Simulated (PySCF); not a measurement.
**Working out the ionisation energy of Si⁺**

Si⁺ [Ne] 3s2 3p1 (2P) → Si²⁺ [Ne] 3s2 (1S). All numbers are calculated (PySCF 2.14, scalar relativity by spin-free X2C-1e, in x2c-TZVPPall (5s5p3d1f, 42 functions)). Frozen: 1s2. Energies in hartree (1 hartree = 27.21139 eV):

```tsv
part	Si⁺ (lower)	Si²⁺ (upper)
UHF	-289.173839	-288.592427
MP2 opposite-spin	-0.146249	-0.139703
MP2 same-spin	-0.049034	-0.046387
```

Task: What does Hartree-Fock give?

Result: (-288.592427) − (-289.173839) = 0.581412 hartree = 15.821 eV.

Task: What do MP2 and SCS-MP2 (6/5 opposite-spin, 1/3 same-spin) give?

Result: The opposite-spin parts differ by 0.178 eV and the same-spin parts by 0.072 eV. MP2: 15.821 + (0.178) + (0.072) = 16.071 eV. SCS-MP2: 15.821 + 1.2 × (0.178) + (0.072)/3 = 16.059 eV.

Measured between the centres of the two terms (NIST): 16.322 eV, so MP2 (valence and next inner shell) is off by -0.251 eV.

What remains against the reference includes basis incompleteness, the frozen core and correlation beyond second order.
